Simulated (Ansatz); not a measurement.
A structure relaxed at PBE-D4/def2-SVP in Ansatz, charge 0, singlet:

```xyz
15

Hg   -0.339   -3.548   -0.436
Hg   -0.731    3.850   -1.160
Hg   -0.868   -1.113    2.743
Hg    1.762    1.390    0.880
Hg   -1.514   -0.018   -1.381
Hg    2.118   -1.212   -1.999
Te    1.517   -1.203    1.501
Te    0.085    1.727   -2.601
Te    0.078   -2.679   -2.949
Br   -0.580   -4.491    1.870
Br   -1.778    5.804   -0.066
Br   -2.893   -0.962    4.149
Br    4.115    0.092   -1.222
Br    1.993    3.874    0.628
Br   -2.965   -1.511    0.042
```

**Question.** Give its formula.

**Answer.** Hg₆Te₃Br₆.

**Question.** Summarise the bond lengths by kind (pairs closer than 1.2 times the sum of covalent radii, bridged metal pairs left out).

**Answer.** 6 × Br–Hg 2.47 to 2.52 Å; 6 × Hg–Te 2.66 to 2.69 Å.

In the def2 sets Hg, Te take a core potential; there is no spin–orbit coupling. Single mean-field runs in def2-SVP are fitted with def2-universal-jkfit. Another isomer (singlet) lies 0.26 eV lower at PBE0-D4/def2-TZVP; other spin states weren't run for this one.
